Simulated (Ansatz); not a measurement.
Consider the formal exchange of groups at the Si–S bond: `O[SiH](P)S` + `CC` → `CC[SiH](O)P` + H₂S.

Computed with Ansatz on PBE0-D4/def2-TZVP structures; ΔE is electronic, products minus reactants. CCSD(T)/CBS is the MP2 limit (def2-TZVPP, def2-QZVPP) plus CCSD(T) − MP2 in def2-TZVPP, frozen cores. This one scheme is used for every species. DFT in def2-TZVPP. B3LYP here is the variant with VWN-RPA as its local correlation; programs differ in this. Each species was taken in one conformer, which may not be the lowest.

| level | ΔE (eV) |
| --- | --- |
| B3LYP-D4 | 0.80 |
| ωB97M-V | 0.78 |
| MP2/def2-TZVPP | 0.80 |
| SCS-MP2/def2-TZVPP | 0.79 |

Question: What does CCSD(T)/CBS give? (Estimate.)

Answer: Computed: +0.78 eV. The listed levels differ from it by 0.02, 0.00, 0.02, 0.01 eV.

Largest T1 diagnostic among the species: 0.013.

The D4 term adds −0.04 eV with B3LYP and −0.03 eV with PBE0; it sums over pairs of atoms, weighted by their polarisabilities, and B3LYP, whose exchange is more repulsive, gets the larger term. In def2-TZVPP, CCSD(T) changes the Hartree–Fock value by −0.10 eV (the triples alone add −0.00 eV) and MP2 by −0.05 eV.
